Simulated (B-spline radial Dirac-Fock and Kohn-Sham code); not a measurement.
## EELS cross sections of the Ag M4 (3d3/2) edge

System: neutral silver, [Kr] 4d10 5s1. These are calculated numbers from a radial atomic solver; the model is the first Born approximation with generalised oscillator strengths from a Dirac-Hartree-Slater potential (longitudinal and transverse terms; continuum final states only, so no white lines or fine structure). The edge is taken at 374.0 eV (tabulated value).

Partial cross sections σ(β, Δ) in barn, integrated over a window Δ above the edge and up to the collection semi-angle β, for parallel illumination:

```tsv
E₀ (kV)	β (mrad)	Δ = 25 eV	Δ = 50 eV	Δ = 100 eV	Δ = 200 eV	Δ = 300 eV
60	20	326	2380	8490	16500	21000
60	50	514	3300	11700	23500	30500
80	5	109	823	2860	5310	6510
80	10	196	1480	5250	10100	12600
80	20	298	2160	7730	15200	19400
80	100	510	3010	10500	21300	28100
120	10	184	1380	4960	9630	12200
120	20	262	1870	6720	13300	17100
200	5	?	?	?	?	?
200	10	169	1260	4550	8950	11400
200	20	228	1580	5680	11300	14700
200	50	291	1790	6320	12800	16800
300	50	248	1530	5420	11000	14500
300	100	251	1540	5430	11000	14500
```

Q: Give the row for 200 kV and 5 mrad.

A: 116 b for 25 eV, 892 b for 50 eV, 3190 b for 100 eV, 6150 b for 200 eV, 7740 b for 300 eV.
